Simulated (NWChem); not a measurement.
# Atomisation of H₂Zn

SMILES: [ZnH2]
```xyz
3

Zn     0.0000     0.0000     0.0000
H      0.0000     0.0000     1.5501
H      0.0000     0.0000    -1.5501
```
Charge 0, spin multiplicity 1.

All runs are NWChem calculations. All single points use one geometry, from PBE0/def2-SVP, a minimum by its harmonic frequencies.

Basis set: def2-TZVP. The atomisation energy is electronic alone: no zero-point, thermal, spin-orbit or counterpoise terms. No value is extrapolated to the basis-set limit. Free atoms are single determinants with multiplicities Zn 1, H 2. Correlated methods freeze the same cores in atoms and molecule, 9 orbitals in all.

The correlated methods keep 9 core orbitals frozen. The structure started from a generated list of species. The stability of the SCF solutions was not checked. Coupled-cluster values serve here as a point of comparison, not as the truth.

Problem. Order these methods by the atomisation energy they give, lowest first: CCSD(T), BHandHLYP, MP2, PBE0, HF.

Solution. HF (76.9 kcal/mol), MP2 (97.0 kcal/mol), CCSD(T) (98.4 kcal/mol), PBE0 (101.5 kcal/mol), BHandHLYP (102.4 kcal/mol)
